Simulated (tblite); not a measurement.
Species: C₅H₁₃PSi₂.
Structure used (GFN2-xTB), in Å, numbered top down from 1:
```xyz
21
C5H13PSi2 angstrom
C     -2.1243    1.6307    0.9220
C     -1.8773    0.4973    0.2820
C     -2.8684   -0.6234    0.2345
Si    -0.2434    0.1994   -0.6170
C      0.6932   -1.2880    0.1588
C      2.1972   -1.1638   -0.0699
Si     2.8003    0.6021    0.3603
P      1.1520    1.9448   -0.3427
H     -1.3997    2.4296    0.9441
H     -3.0515    1.8115    1.4461
H     -2.4416   -1.5193    0.6828
H     -3.1123   -0.8605   -0.7995
H     -3.7842   -0.3675    0.7634
H     -0.4898   -0.0733   -2.0469
H      0.3257   -2.2338   -0.2424
H      0.4961   -1.3047    1.2335
H      2.7328   -1.9154    0.5116
H      2.4166   -1.3668   -1.1205
H      4.0746    0.8957   -0.2982
H      2.9288    0.7673    1.8117
H      1.5661    1.9551   -1.6593
```

Calculated harmonic vibrations of the isolated species, GFN2-xTB (tblite), most abundant isotopes, no scaling. Errors from tens to a few hundred cm⁻¹ against measured bands are possible. Modes of hydrogen on phosphorus and silicon can be 10 to 20 % off. One conformer, not necessarily the lowest.

Harmonic wavenumbers (cm⁻¹): 27.6, 35.2, 99.5, 126.6, 146.3, 184.8, 208.9, 270.4, 336.3, 375.9, 398.1, 439.4, 469.4, 474.8, 532.5, 577.6, 609.7, 621.0, 652.8, 675.8, 678.6, 688.4, 713.1, 731.6, 762.6, 771.0, 835.0, 913.3, 963.1, 1012.2, 1039.6, 1056.8, 1063.1, 1126.0, 1217.4, 1274.1, 1275.2, 1396.8, 1415.7, 1474.2, 1481.0, 1486.7, 1490.1, 1686.4, 2137.3, 2223.8, 2238.6, 2330.0, 2952.2, 2962.8, 2970.9, 2981.3, 3006.4, 3020.6, 3025.0, 3063.6, 3092.0.

A = 2017, B = 800.9, C = 641.9 MHz; mass 160.029 u (most abundant isotopes); point group C1, symmetry number 1.

Question: What is the zero-point energy?

Answer: ½Σν̃ = 34910 cm⁻¹ = 99.81 kcal/mol.

Question: Give the ideal-gas entropy at 273.15 K and 1 bar in the rigid-rotor, harmonic-oscillator model (classical rotation).

Answer: Translation 40.71, rotation 29.86, vibration 34.20: S = 104.8 cal/(mol K).

Question: And Cp and H(273.15 K) − H(0)?

Answer: Cp = 43.56 cal/(mol K), of which vibrations give 35.61 (their classical limit is 57 R = 113.3); H(273.15 K) − H(0) = 6.98 kcal/mol without the zero-point energy, 4.81 from vibrations.

Question: What must be added to the electronic energy to get the Gibbs energy at 273.15 K and 1 bar?

Answer: ZPE + [H(273.15 K) − H(0)] − T·S = 99.81 + 6.98 − 28.62 = 78.17 kcal/mol.

Question: Which modes carry the vibrational entropy at 273.15 K?

Answer: 27.6 cm⁻¹: 5.82; 35.2 cm⁻¹: 5.34; 99.5 cm⁻¹: 3.29; 126.6 cm⁻¹: 2.83; 146.3 cm⁻¹: 2.55; 184.8 cm⁻¹: 2.12 cal/(mol K); the other 51 give 12.25 together.

Question: How do the functions run with temperature in this model?

Answer: 
```
T (K)  S (cal/(mol K))  Cp (cal/(mol K))  H − H(0) (kcal/mol)  G − H(0) (kcal/mol)  ln q(vib)
  100             74.5              20.6                 1.44                -6.02       2.78
  200             92.8              33.8                 4.14               -14.41       5.99
  300            109.0              46.9                 8.19               -24.51       9.23
  500            138.0              66.8                19.70               -49.28      15.67
  800            173.7              85.1                42.73               -96.24      24.73
 1000            193.6              93.1                60.59              -133.01      30.23
```

q(vib) and H(0) count from the zero-point level.

Question: Blend soft modes into free rotors: weight 1/[1 + (100 cm⁻¹/ν̃)⁴] for the oscillator and the rest for a rotor with moment μB/(μ + B), μ = h/(8π²ν), B = 10⁻⁴⁴ kg m². What vibrational entropy results?

Answer: 30.58 cal/(mol K) in place of 34.20, which changes −T·S at 273.15 K by +0.99 kcal/mol.

Hindered rotation and anharmonicity are outside this model. Other conformers, if any are populated, would add a mixing term that is left out. The structure is chiral; the term R ln 2 for an equal mix with its mirror image is left out.
